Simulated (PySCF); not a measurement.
Excitations are Tamm–Dancoff values on a coarser integration grid. The basis has no diffuse functions, so Rydberg states are missing or too high.

Species: C$_{3}$H$_{7}$ClSi, SMILES `C/C=C(/[SiH3])Cl` (charge 0, multiplicity 1).

**Question.** Give the LUMO, dipole moment and S1 excitation (TDA) at the level CAM-B3LYP-D3(BJ)/def2-TZVP in PySCF.

**Answer.** 
| Quantity | Result |
|---|---|
| LUMO | 0.77 eV |
| dipole moment | 1.81 D |
| S1 excitation (TDA) | 6.64 eV |
